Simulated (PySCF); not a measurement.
Molecule: SMILES C=C(B)OC=C, C4H7BO.

Geometry:
```csv
atom,x (Å),y (Å),z (Å)
B1,-1.239,-1.095,-0.825
C2,-0.859,0.306,-0.295
C3,-1.769,1.299,-0.408
O4,0.257,0.581,0.443
C5,1.354,-0.204,0.343
C6,2.392,-0.069,1.168
H7,-2.197,-1.172,-1.553
H8,-0.648,-2.097,-0.506
H9,-2.685,1.131,-0.975
H10,-1.620,2.267,0.080
H11,1.339,-0.939,-0.469
H12,3.271,-0.700,1.035
H13,2.381,0.668,1.973
```

Spin–spin couplings on one PBE0-D3(BJ)/def2-SVP geometry, PySCF 2.14.0 with density-fitted response routines, gas phase, non-relativistic, equivalent pairs averaged (spin–dipole term only in couplings to heteroatoms); isotopes 13C, 1H, 11B; basis pcJ-1.

How do the couplings (Hz) change with the functional? Times are CPU seconds on shared hosts with different chips, so compare them loosely.

## Answers


| functional | functions | 1J(C5,H11) | 1J(C3,H9) | 1J(C6,H12) | 1J(C6,H13) | 1J(C3,H10) | 1J(B1,H7) | 1J(C5,C6) | core-s |
| --- | --- | --- | --- | --- | --- | --- | --- | --- | --- |
| LDA | 232 | 143.4 | 139.6 | 136.5 | 129.7 | 125.5 | 107.2 | 69.9 | 22 |
| PBE | 232 | 168.1 | 164.9 | 160.7 | 153.6 | 149.2 | 130.3 | 83.6 | 30 |
| KT2 | 232 | 179.6 | 177.2 | 173.6 | 164.2 | 158.1 | 135.4 | 71.4 | 29 |
| PBE0 | 232 | 174.2 | 169.9 | 165.2 | 159.4 | 156.5 | 132.2 | 89.3 | 32 |
| B97-2 | 232 | 167.1 | 163.4 | 158.8 | 153.3 | 150.5 | 135.0 | 88.4 | 36 |
| BHandHLYP | 232 | 198.3 | 193.3 | 187.0 | 182.7 | 181.2 | 147.1 | 105.4 | 62 |
| CAM-B3LYP | 232 | 181.6 | 176.1 | 171.3 | 166.2 | 163.3 | 137.2 | 90.9 | 77 | Left out for a near triplet instability: HF/pcJ-1.
